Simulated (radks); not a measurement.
Q: Species: Er LXI. Configuration: [He] 2s2 2p4. Method: scalar-relativistic Kohn-Sham, BLYP, spin-polarised, spherical densities, finite nucleus; open shells are filled with parallel spins first (spin-orbit coupling, left out, can overturn this in heavy ions); Fermi nuclear charge, rms radius 5.2516 fm; computed with a radial shooting solver on a logarithmic mesh with Libxc functionals. Some entries of the table are withheld. Estimate them.

orbital  occ.  eigenvalue (eV)  r(max) (bohr)
1s up       1              (1)        0.01285
1s down     1              (2)        0.01285
2s up       1              (3)        0.07207
2s down     1              (4)        0.07213
2p up       3        -13721.80        0.05825
2p down     1        -13665.03        0.05832

A: 
(1) 1s up eigenvalue (eV): -63028.12
(2) 1s down eigenvalue (eV): -62998.39
(3) 2s up eigenvalue (eV): -14740.18
(4) 2s down eigenvalue (eV): -14692.10
